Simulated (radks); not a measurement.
The terbium ion Tb+ inside a hard spherical wall (all orbitals vanish at R), configuration held at [Xe] 4f9 6s1 and not refilled when levels cross. All-electron calculation, scalar-relativistic Kohn-Sham, PBEsol, spin-polarised, spherical densities, finite nucleus; open shells are filled with parallel spins first (spin-orbit coupling, left out, can overturn this in heavy ions); Fermi nuclear charge, rms radius 5.06 fm. Program: a radial shooting solver on a logarithmic mesh with Libxc functionals. Eigenvalues in eV for spin up, with the zero of energy where the potential of the charges vanishes at infinity; a dash marks a level that is unbound or too diffuse for the functional's potential to be trusted. A positive occupied level is held by the wall or, in an anion where self-interaction has pushed it up, behind a barrier. The pressure on the wall is -dE/dV.

[
 {"R (bohr)": "free", "E (hartree)": "-11704.0401", "kinetic (hartree)": "12594.024", "e(5s)": "-54.788", "e(5p)": "-31.912", "e(4f)": "-10.778", "e(6s)": "-9.169", "e(5d, empty)": "-7.397", "e(6p, empty)": "-5.683", "pressure (GPa)": "0"},
 {"R (bohr)": "20", "E (hartree)": "-11704.0401", "kinetic (hartree)": "12594.024", "e(5s)": "-54.788", "e(5p)": "-31.912", "e(4f)": "-10.778", "e(6s)": "-9.169", "e(5d, empty)": "-7.397", "e(6p, empty)": "-5.683", "pressure (GPa)": "< 0.0001"},
 {"R (bohr)": "15", "E (hartree)": "-11704.0401", "kinetic (hartree)": "12594.024", "e(5s)": "-54.788", "e(5p)": "-31.912", "e(4f)": "-10.778", "e(6s)": "-9.169", "e(5d, empty)": "-7.397", "e(6p, empty)": "-5.683", "pressure (GPa)": "< 0.0001"},
 {"R (bohr)": "12", "E (hartree)": "-11704.0401", "kinetic (hartree)": "12594.025", "e(5s)": "-54.786", "e(5p)": "-31.911", "e(4f)": "-10.776", "e(6s)": "-9.167", "e(5d, empty)": "-7.395", "e(6p, empty)": "-5.671", "pressure (GPa)": "0.000400"},
 {"R (bohr)": "8", "E (hartree)": "-11704.0367", "kinetic (hartree)": "12594.055", "e(5s)": "-54.645", "e(5p)": "-31.773", "e(4f)": "-10.636", "e(6s)": "-9.009", "e(5d, empty)": "-7.263", "e(6p, empty)": "-5.178", "pressure (GPa)": "0.152"},
 {"R (bohr)": "7", "E (hartree)": "-11704.0289", "kinetic (hartree)": "12594.108", "e(5s)": "-54.443", "e(5p)": "-31.580", "e(4f)": "-10.435", "e(6s)": "-8.707", "e(5d, empty)": "-7.055", "e(6p, empty)": "-4.488", "pressure (GPa)": "0.625"},
 {"R (bohr)": "6", "E (hartree)": "-11704.0046", "kinetic (hartree)": "12594.239", "e(5s)": "-54.027", "e(5p)": "-31.185", "e(4f)": "-10.011", "e(6s)": "-7.878", "e(5d, empty)": "-6.570", "e(6p, empty)": "-2.878", "pressure (GPa)": "2.63"},
 {"R (bohr)": "5", "E (hartree)": "-11703.9276", "kinetic (hartree)": "12594.597", "e(5s)": "-53.173", "e(5p)": "-30.391", "e(4f)": "-9.101", "e(6s)": "-5.539", "e(5d, empty)": "-5.397", "e(6p, empty)": "1.061", "pressure (GPa)": "12.5"},
 {"R (bohr)": "2.5", "E (hartree)": "-11699.1703", "kinetic (hartree)": "12614.354", "e(5s)": "-33.676", "e(5p)": "-8.875", "e(4f)": "14.100", "e(6s)": "71.397", "e(5d, empty)": "27.321", "e(6p, empty)": "95.906", "pressure (GPa)": "3710"},
 {"R (bohr)": "2", "E (hartree)": "-11689.4995", "kinetic (hartree)": "12649.223", "e(5s)": "-6.099", "e(5p)": "24.084", "e(4f)": "41.275", "e(6s)": "173.76", "e(5d, empty)": "71.727", "e(6p, empty)": "209.05", "pressure (GPa)": "20100"}
]
